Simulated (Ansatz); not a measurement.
Species: H4GeOS3, SMILES `[OH][Ge]([SH])([SH])[SH]` (charge 0, multiplicity 1), formula H4GeOS3.

Task: How many basis functions does frozen-core CCSD(T)/cc-pVTZ // B3LYP-D3(BJ)/def2-TZVP (Ansatz, a quantum-chemistry and plane-wave program) use, how many core orbitals are frozen, and how many electrons are correlated?

Result: 231 basis functions and 25 frozen orbitals, which leaves 42 correlated electrons (filled d shells below the valence shell are correlated). Core time is of the order of minutes.
